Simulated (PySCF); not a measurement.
PBE on Be (beryllium, neutral), [He] 2s1 3d1, high-spin 3D determinant (an excited configuration). Computed with PySCF 2.14 in aug-cc-pCVTZ-DK, with scalar relativity by spin-free X2C-1e.

```
cycle= 1 E= -14.3385024809821  delta_E= -0.00189  |g|= 0.00798  |ddm|= 0.147
cycle= 2 E= -14.3385084476354  delta_E= -5.97e-06  |g|= 0.00124  |ddm|= 0.0116
cycle= 3 E= -14.3385086148343  delta_E= -1.67e-07  |g|= 4.35e-05  |ddm|= 0.00101
cycle= 4 E= -14.3385086164272  delta_E= -1.59e-09  |g|= 3.71e-06  |ddm|= 0.000271
cycle= 5 E= -14.3385086164501  delta_E= -2.29e-11  |g|= 5.42e-07  |ddm|= 3.28e-05
converged SCF energy = -14.3385086164501  <S^2> = 2.0000004  2S+1 = 3.0000003
```

Highest occupied orbital energy: 0.746 eV; ⟨L²⟩ = 6.00; populations by l: s 3.00, p 0.00, d 1.00, f 0.00.

(1) Can this result be used?

Answers

(1) Not for this state. Self-consistency was reached. The outer electron is Rydberg-like, and this basis confines it to a smaller radius and binds it less than a complete one would. At PBE the highest occupied level has a positive energy, so only the finite basis holds that electron; for this excited configuration the basis is too tight for the outer shell.
